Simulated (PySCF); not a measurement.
Species: [4]prismane cage Ge8H8 `[GeH]12[GeH]3[GeH]4[GeH]1[GeH]1[GeH]2[GeH]3[GeH]41`, charge 0, multiplicity 1, gas phase. Level: ωB97X-D3(BJ)/def2-SVP // PBE-D3(BJ)/def2-SVP (PySCF). The geometry has Oh symmetry (within 0.05 Å) and had no frequency check at the DFT level, so a distortion to lower symmetry isn't ruled out. 1 Ha = 27.2114 eV.

```csv
state (all at the geometry of the parent),total energy (Ha)
"parent, N electrons",-16618.55872
N − 1 electrons,-16618.27356
N + 1 electrons,-16618.55130
```

Work out the vertical ionisation energy, the vertical electron affinity, and from them the chemical potential μ = −(IE + EA)/2, the hardness η = IE − EA and the electrophilicity μ²/(2η).

IE = E(N − 1) − E(N) = 0.28516 Ha = 7.76 eV. EA = E(N) − E(N + 1) = -0.00742 Ha = -0.20 eV. Both are measured against an electron at rest far away. Fundamental gap IE − EA = 7.96 eV. The basis has no diffuse functions, which puts the anion too high, so the affinity is too small and the gap too large. μ = −(7.76 + -0.20)/2 = -3.78 eV. η = 7.96 eV. μ²/(2η) = 0.90 eV.
